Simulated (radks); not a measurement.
The numbers below are computed, except where a source is named.
Task: Ionisation of Mn, [Ar] 3d5 4s2, to Mn+, [Ar] 3d5 4s1, under several functionals. Non-relativistic Kohn-Sham, spin-polarised, spherical densities, point nucleus; open shells are filled with parallel spins first; a radial shooting solver on a logarithmic mesh with Libxc functionals. Known Delta-SCF values: revTPSS 7.042 eV. What does TASK exchange with Perdew-Wang LDA correlation give, and what is its highest occupied eigenvalue?

Result: 6.342 eV by Delta-SCF; the 4s eigenvalue is -4.380 eV. NIST: 7.434 eV (measured).
